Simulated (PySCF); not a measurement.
Compound: C₄H₁₁AlF₃N.
Z-matrix (Å and degrees, PBE0-D3(BJ)/def2-SVP geometry), rows numbered from 1:
```
C 
N   1  1.4726
C   2  1.4731  1  110.83
Al  2  2.1010  1  106.59  3  -115.54
C   2  1.4655  1  113.78  3   129.68
C   5  1.5186  2  118.37  1   -60.04
F   6  1.3324  5  108.73  2  -176.07
F   6  1.3369  5  112.49  2    64.87
F   6  1.3365  5  112.89  2   -56.66
H   1  1.0983  2  108.35  3    62.23
H   1  1.0976  2  109.51  3  -179.66
H   1  1.1006  2  111.80  3   -58.31
H   3  1.0982  2  109.36  1  -179.99
H   3  1.0986  2  108.28  1   -62.08
H   3  1.0996  2  111.84  1    58.57
H   4  1.6080  2   98.93  1   -60.73
H   4  1.6079  2   98.88  1  -179.82
H   4  1.6058  2   99.41  1    59.74
H   5  1.1008  2  108.41  1    61.71
H   5  1.0999  2  108.39  1   177.65
```

Level: PBE0/pcSseg-1 in PySCF, non-relativistic, on one gas-phase PBE0-D3(BJ)/def2-SVP geometry that isn't relaxed in the solvent. The solvent is an IEF-PCM continuum (Bondi radii, 1.10 Å for H, scaled by 1.2). Only the electrostatic response of the medium enters.

```csv
run,E − E(gas) (kcal/mol),HOMO (eV),HOMO–LUMO gap (eV),dipole (D)
gas,0.00,-7.68,7.92,3.18
P,-7.20,-7.95,8.27,3.80
Q,-6.07,-7.90,8.22,3.70
```

Question: The runs were made in chloroform and dichloromethane. Which run belongs to which solvent?

Answer: P = dichloromethane, Q = chloroform. The dielectric constants are 4.711 (chloroform), 8.93 (dichloromethane), and the energy falls further as ε rises. In this model the ground state sees the solvent through ε alone.

Question: How constant is the ratio of the lowering to (ε − 1)/(2ε + 1)?

Answer: 
```tsv
solvent	(ε − 1)/(2ε + 1)	E − E(gas) (kcal/mol)	ratio (kcal/mol)	polarisation term (kcal/mol)
chloroform	0.356	-6.07	-17.1	-6.62
dichloromethane	0.420	-7.20	-17.1	-7.97
```

The ratio changes by +0.4 % in size from chloroform to dichloromethane. The polarisation term is half the interaction of the solute with the induced surface charges.
